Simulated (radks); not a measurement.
Values are calculated unless marked as measured or tabulated.
Valence configurations of Cl+ (all share [Ne]). Level of theory: Dirac Kohn-Sham, PBE, spin-unpolarised, spherical densities, finite nucleus; open shells fill j = l - 1/2 first; Fermi nuclear charge, rms radius 3.3654 fm (a radial shooting solver on a logarithmic mesh with Libxc functionals). Order these by energy: 3s1 3p5; 3p6; 3s1.5 3p4.5; 3s2 3p4.

Answer. From the lowest, in eV above it: 3s2 3p4 0.000; 3s1.5 3p4.5 6.367; 3s1 3p5 12.755; 3p6 25.590. NIST lists [Ne] 3s2 3p4 as the ground configuration; this level of theory agrees among the configurations tried. The energies are those of spherical spin-averaged densities, not of single terms.
